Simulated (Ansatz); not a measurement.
Program: Ansatz. Geometries: PBE0-D4/def2-TZVP. ΔE: electronic, gas phase. CBS: MP2 limit from def2 TZ/QZ plus the TZ coupled-cluster correction, frozen cores. This one scheme is used for every species. DFT in def2-TZVPP. B3LYP here is the variant with VWN-RPA as its local correlation; programs differ in this. One conformer a species, not always the lowest.

`N[SiH](F)CCl` + H₂ → `N[SiH2]CCl` + H–F  (hydrogenolysis of the Si–F bond)

`N[SiH](F)CCl`:

Z-matrix (Å, degrees):
```
Si
F 1 1.607
C 1 1.873 2 103.7
N 1 1.689 2 113.8 3 120.2
H 1 1.477 2 106.8 3 -119.8
Cl 3 1.784 1 110.5 2 -171.4
H 3 1.092 1 111.9 2 68.4
H 3 1.091 1 111.1 2 -52.0
H 4 1.005 1 123.9 2 -76.6
H 4 1.005 1 122.5 2 90.9
```

H₂:

```xyz
2

H     0.107   -0.040    0.355
H    -0.107    0.040   -0.355
```

`N[SiH2]CCl`:

Z-matrix (Å, degrees):
```
Si
C 1 1.888
N 1 1.711 2 115.1
H 1 1.488 2 107.2 3 -119.6
H 1 1.484 2 106.4 3 121.2
Cl 2 1.790 1 108.7 3 -57.7
H 2 1.092 1 112.3 3 -176.3
H 2 1.091 1 112.6 3 60.9
H 3 1.007 1 120.0 2 64.3
H 3 1.007 1 120.4 2 -81.1
```

H–F:

Cartesian coordinates in Å:
```
F -0.197 -0.182 -0.373
H 0.197 0.182 0.373
```

Q: Is it downhill or uphill in electronic energy at CCSD(T)/CBS, and by how much? (Best estimate.)

A: The calculation gave: Uphill: ΔE = +1.38 eV.

Q: What do these levels give: r2SCAN-D4, B3LYP-D4, ωB97X-V, ωB97M-V, B2PLYP, PBE, PBE0, MP2/def2-TZVPP, HF/def2-QZVPP, MP2/def2-QZVPP, HF/CBS(def2), CCSD/CBS(def2)? (Estimate.)

A: The calculation gave: r2SCAN-D4 1.47, B3LYP-D4 1.43, ωB97X-V 1.42, ωB97M-V 1.44, B2PLYP 1.42, PBE 1.32, PBE0 1.31, MP2/def2-TZVPP 1.41, HF/def2-QZVPP 1.42, MP2/def2-QZVPP 1.42, HF/CBS(def2) 1.42, CCSD/CBS(def2) 1.38 eV.

Largest T1 diagnostic among the species: 0.010.
